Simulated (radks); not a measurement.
Results of a calculation; reference values are marked as such.
Problem. The mean radii <r> (bohr) of the occupied orbitals of an atom or ion are listed with their occupations. Code: a radial shooting solver on a logarithmic mesh with Libxc functionals. Model: non-relativistic Kohn-Sham, PBE, spin-polarised, spherical densities, point nucleus.

orbital  occ.      <r>
1s down     1  0.01892
1s up       1  0.01892
2s up       1  0.07969
2s down     1  0.07969
2p up       3  0.06733
2p down     3  0.06733
3s up       1   0.1996
3s down     1   0.1995
3p up       3   0.1900
3p down     3   0.1900
3d up       5   0.1659
3d down     5   0.1658
4s up       1   0.4101
4s down     1   0.4102
4p up       3   0.4083
4p down     3   0.4085
4d up       5   0.4004
4d down     5   0.4006
4f up       1   0.3741

Name the element and its charge. Open shells, if any, are filled with parallel spins first.

Solution. Z = 80, mercury, charge +33: Hg33+ in [Kr] 4d10 4f1. The 1s radius gives Z: for a bare nucleus <r> = 1.5/Z, 0.01875 bohr for Z = 80, and screening makes it slightly larger (0.01892 here). The occupations add up to 47, and the charge is Z minus that.
